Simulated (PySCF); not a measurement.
Bi(Me)3 (C3H9Bi), SMILES [CH3][Bi]([CH3])[CH3].

Geometry optimised at B3LYP-D3(BJ)/def2-SVP. The isomer is the one that the SMILES or the coordinates give; other isomers of the formula were not compared. The def2 effective core potentials stand for the cores of Bi; spin–orbit coupling is left out.

All values below come from PySCF with ωB97X/def2-TZVP.

Symmetry labels are those of the subgroup Cs that the program uses (full group C3v).

**Question.** List the valence orbital energies around the gap with their symmetry. (The exact figures need the calculation; the answer reports its results.)

**Answer.** 
```csv
orbital,symmetry,energy (eV)
HOMO−7,A",-13.76
HOMO−6,A',-13.76
HOMO−5,A",-13.40
HOMO−4,A',-13.40
HOMO−3,A",-13.33
HOMO−2,A',-9.89
HOMO−1,A",-9.89
HOMO,A',-8.71
LUMO,A',1.79
LUMO+1,A",1.79
LUMO+2,A',2.41
LUMO+3,A',3.08
```
